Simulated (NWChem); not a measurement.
# CaH5SO2F; SMILES [OH2]->[Ca](<-[OH2])([F])[SH]

```xyz
10

Ca    -0.1230     0.2898    -0.0216
F     -0.2252     2.3197     0.2571
S      1.0383    -1.9351     1.0012
H      1.4073    -2.4097    -0.2110
O     -1.8072    -1.2855     0.1962
H     -2.6775    -1.6024     0.4561
H     -1.1078    -1.9056     0.5599
O      0.4729     1.4950    -1.9368
H      1.1740     1.7732    -2.5318
H      0.2933     2.2227    -1.2735
```
Atoms are numbered in this order, from 1.

All runs: NWChem. Pople sets run with spherical d functions. Coordinates come from a PBE0/def2-SVP optimisation. GIAO values for the isolated, static molecule; σ is the absolute isotropic shielding, δ = σ(reference) − σ with the isolated reference molecule computed at the same levels (19F: trichlorofluoromethane, 1H: tetramethylsilane, 17O: water).

For level Hartree-Fock/6-31G*:

```
Item         Result
-----------  ------
δ F2 (ppm)    -91.0
σ S3 (ppm)    825.1
δ H4 (ppm)    -1.99
δ O5 (ppm)     30.3
δ H6 (ppm)     2.30
δ H7 (ppm)     7.23
δ H10 (ppm)    8.20
```

**Question.** What are these values for level BHandHLYP/pcSseg-1?

**Answer.** The δ F2 (ppm) is -24.9 and the σ S3 (ppm) is 757.6. The δ H4 (ppm) comes out as -1.29 and the δ O5 (ppm) is 48.8. The δ H6 (ppm) comes out as 2.42. The δ H7 (ppm) is 8.96. The δ H10 (ppm) is 9.19.
